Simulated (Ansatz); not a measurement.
Born–Oppenheimer molecular dynamics of Cl2GeH6Si (10 atoms, charge 0, multiplicity 1). It starts at the highest image of a converged band. Of that band: Neighbouring images differ by up to 2.7 eV, so the band resolves the path poorly. A vibrational analysis at the climbing image gives one clearly imaginary mode, 1505i cm⁻¹: a first-order saddle point.

These are results of RKS r2SCAN/def2-SVP (Ansatz 0.2.0), not measurements.

| Quantity | Value |
| --- | --- |
| ensemble | NVE (velocity Verlet) |
| time step | 0.5 fs |
| steps asked | 200 |
| starting velocities drawn for | 100 K |
| seed | 10361 |

First frame:

```xyz
10
Properties=species:S:1:pos:R:3
Ge -0.223 -0.053 -0.010
H 0.323 0.341 1.636
H 1.233 -0.061 -0.508
Cl -0.849 1.822 -1.044
Cl -0.579 -2.248 -0.185
Si -2.656 -0.003 0.988
H -3.368 -0.287 -0.290
H -2.923 -1.080 1.988
H -3.065 1.330 1.528
H -0.786 0.238 1.523
```

(1) How far do the bonds stretch over the last three quarters of this one trajectory? (Pairs bonded in most of those frames.)

Answers

(1) 
| bond | mean (Å) | spread (Å) | shortest | longest |
| --- | --- | --- | --- | --- |
| Ge1–H2 | 1.559 | 0.099 | 1.40 | 1.71 |
| Ge1–H3 | 1.545 | 0.023 | 1.51 | 1.60 |
| Ge1–Cl4 | 2.209 | 0.042 | 2.11 | 2.25 |
| Ge1–Cl5 | 2.228 | 0.050 | 2.10 | 2.28 |
| Si6–H7 | 1.484 | 0.008 | 1.47 | 1.50 |
| Si6–H8 | 1.494 | 0.019 | 1.46 | 1.52 |
| Si6–H9 | 1.498 | 0.014 | 1.47 | 1.52 |
| Si6–H10 | 1.519 | 0.104 | 1.36 | 1.67 |

Mean temperature of the second half: 2332 K. The conserved energy stayed within 0.41 meV per atom of its start (net change -0.017 meV per atom), so the integration is sound. The kinetic energy rose, since the run started high on the potential surface and went downhill. It ends in pieces (Cl2GeH2 + H4Si), so much of that is their flight and rotation, not heat. A run of 0.1 ps of so small a system gives no equilibrium averages. The orbitals stay closed-shell, which can raise the energy where a bond breaks towards radicals; this wasn't checked here.

The run took 10 min on 4 threads of Arm Neoverse V1 (shared host), peak memory 0.23 GiB.
